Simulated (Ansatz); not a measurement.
Computed with Ansatz on PBE0-D4/def2-TZVP structures; ΔE is electronic, products minus reactants. CCSD(T)/CBS is the MP2 limit (def2-TZVPP, def2-QZVPP) plus CCSD(T) − MP2 in def2-TZVPP, frozen cores. This one scheme is used for every species. Functionals use def2-TZVPP. B3LYP here is the variant with VWN-RPA as its local correlation; programs differ in this. Each species was taken in one conformer, which may not be the lowest.

Consider the formal hydrolysis of a B–Si bond: `CO[SiH2]BO` + H₂O → `OBO` + `CO[SiH3]`.

```tsv
species	B3LYP-D4 energy (Eh)
`CO[SiH2]BO`	-507.31542
H₂O	-76.46698
`OBO`	-177.29674
`CO[SiH3]`	-406.54574
```

Question: Work out ΔE.

Answer: ΔE = (-177.29674) + (-406.54574) − (-507.31542) − (-76.46698) = -0.06008 Eh = -37.7 kcal/mol. CCSD(T)/CBS gives -36.4 kcal/mol.

Largest T1 diagnostic among the species: 0.013.

From PBE to PBE0 (25 % exact exchange), in def2-TZVPP and without D4, ΔE moves by −1.4 kcal/mol. The D4 term adds +1.4 kcal/mol with B3LYP and +0.8 kcal/mol with PBE0; it sums over pairs of atoms, weighted by their polarisabilities, and B3LYP, whose exchange is more repulsive, gets the larger term. In def2-TZVPP, CCSD(T) changes the Hartree–Fock value by +6.7 kcal/mol (the triples alone add +0.8 kcal/mol) and MP2 by +5.5 kcal/mol.
